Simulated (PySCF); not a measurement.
Vertical excitations of a molecule C3H8N2Si from TDDFT-PBE0/def2-SVPD run with PySCF, as energy in eV (oscillator strength): 4.29 (0.002), 5.33 (0.006), 6.01 (0.011), 6.47 (0.006), 6.69 (0.012), 6.90 (0.017), 6.99 (0.075), 7.11 (0.107), 7.17 (0.118), 7.21 (0.086). Lowest triplet (TDA): 3.57 eV. Geometry: PBE0-D3(BJ)/def2-SVP. The values are those of a single conformer.

**Question.** Pick the molecule that these values belong to.
(A) N[C@@H]1CN=C1[SiH3]
(B) C=C1CN[Si@H]1N
(C) NC=C=C[SiH2]N
(D) C/N=C/C=N/[SiH3]

**Answer.** A, N[C@@H]1CN=C1[SiH3]
